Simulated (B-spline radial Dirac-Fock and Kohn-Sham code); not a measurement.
# Dipole and non-dipole photoemission parameters of V 3p1/2

System: the V atom in the configuration [Ar] 3d3 4s2; threshold 49.87 eV (orbital energy of the model). These are calculated numbers from a radial atomic solver; the model is Dirac-Hartree-Slater photoionisation with a Latter tail; cross sections with all multipoles, angular parameters from the dipole term and its interference with E2.

For linearly polarised light dσ/dΩ = σ/(4π) [1 + β P₂(cos θ) + (δ + γ cos²θ) sin θ cos φ], with θ from the polarisation vector and φ the angle between the beam and the projection of the electron momentum on the plane normal to the polarisation.

```tsv
hν (eV)	σ (kb)	β	γ	δ
80	279	-0.220	0.046	0.041
83	?	?	?	?
83.4	295	-0.063	0.082	0.035
94.5	339	0.383	0.141	0.019
100	355	0.553	0.149	0.014
113	376	0.850	0.140	0.006
125	379	1.034	0.117	0.001
148	358	1.252	0.069	-0.002
214	258	1.503	-0.008	-0.001
264	194	1.573	-0.021	0.000
275	183	1.583	-0.021	0.001
366	114	1.622	0.001	0.003
369	112	1.623	0.002	0.003
371	111	1.623	0.003	0.003
400	96.9	1.627	0.015	0.004
771	24.1	1.567	0.202	0.011
919	15.8	1.530	0.271	0.014
1090	10.4	1.487	0.343	0.018
1170	8.66	1.467	0.374	0.019
1486.9	4.62	1.393	0.482	0.027
1620	3.67	1.364	0.522	0.031
2000	2.05	1.288	0.622	0.041
2800	0.770	1.153	0.783	0.063
3420	0.420	1.068	0.877	0.080
4000	0.258	0.999	0.949	0.096
5990	0.0705	0.818	1.123	0.148
6220	0.0622	0.802	1.138	0.154
7140	0.0393	0.742	1.192	0.177
9251.7	0.0163	0.633	1.291	0.225
15000	0.00299	0.454	1.474	0.337
```

Question: Give the values at 83 eV.

Answer: σ = 293 kb, β = -0.081, γ = 0.078, δ = 0.036.
